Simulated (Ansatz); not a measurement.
Z-matrix (Å, degrees):
```
Mo
O 1 1.850
S 1 2.075 2 102.6
Cl 1 2.262 2 93.1 3 -107.6
O 1 1.850 2 151.0 3 150.1
Cl 1 2.397 2 79.0 3 108.7
H 2 0.963 1 123.0 3 -126.3
H 5 0.963 1 123.0 2 -23.8
```

Total charge 0; spin multiplicity 1. Mo: def2 effective core potential.

List the B3LYP/def2-TZVPP orbital energies in eV (Ansatz). (Estimate.)

Computed: Occupied: -2762.84, -2762.16, -2418.79, -521.97, -521.97, -257.58, -256.90, -216.82, -196.57, -196.48, -196.48, -195.91, -195.81, -195.78, -161.31, -161.28, -161.23, -73.85, -46.81, -46.49, -46.45, -28.21, -27.63, -22.45, -21.80, -19.36, -15.83, -14.20, -12.11, -11.86, -11.57, -11.47, -10.88, -10.40, -10.02, -9.38, -9.31, -8.93, -8.45, -8.33, -8.18. Lowest empty: -4.04, -3.86, -3.06, -2.71, -1.09, -0.12, 0.74, 1.04.

B3LYP here is the variant with VWN-RPA as its local correlation; programs differ in this.
